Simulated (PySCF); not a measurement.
**Electron correlation in I²⁺ (iodine, charge +2)**

[Kr] 4d10 5s1 5p4, high-spin 4P determinant (an excited configuration). Calculation: PySCF 2.14, in def2-TZVPPD with the def2 core potential (28 electrons); a scalar-relativistic core potential. Frozen: nothing; 23 electrons correlated.

| level | correlation energy (mhartree) |
| --- | --- |
| CCSD | -474.80 |
| (T) | -13.92 |
| CCSD(T) | -488.72 |

Diagnostics: T1 = 0.0072, D1 = 0.0385, largest double amplitude 0.166.

Question: Is a single reference adequate?

Answer: Not fully. A double-excitation amplitude exceeds 0.15, a sign of near-degeneracy.

The basis has no tight functions for the innermost shells, so their pair energies are far from complete.

This basis was not built for core-valence correlation, so the inner-shell part is incomplete.
